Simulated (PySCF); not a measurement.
## Working out the ionisation energy of Co⁺

Co⁺ [Ar] 3d8 (3F) → Co²⁺ [Ar] 3d7 (4F). Computed with PySCF 2.14 in def2-SVP, with the non-relativistic Hamiltonian (point nucleus). Frozen: [Ar]. Energies in hartree (1 hartree = 27.21139 eV):

```csv
part,Co⁺ (lower),Co²⁺ (upper)
UHF,-1380.910508,-1380.401809
MP2 opposite-spin,-0.107774,-0.058506
MP2 same-spin,-0.068887,-0.047045
```

Question: What does Hartree-Fock give?

Answer: (-1380.401809) − (-1380.910508) = 0.508699 hartree = 13.842 eV.

Question: What do MP2 and SCS-MP2 (6/5 opposite-spin, 1/3 same-spin) give?

Answer: The opposite-spin parts differ by 1.341 eV and the same-spin parts by 0.594 eV. MP2: 13.842 + (1.341) + (0.594) = 15.777 eV. SCS-MP2: 13.842 + 1.2 × (1.341) + (0.594)/3 = 15.649 eV.

Reference: 17.084 eV (measured; NIST Atomic Spectra Database, ionization energies), between the lowest levels; spin-orbit coupling is absent from the calculation.

The calculation is non-relativistic.

A double-zeta basis recovers only part of the correlation energy.

What remains against the reference includes basis incompleteness, the frozen core and correlation beyond second order.
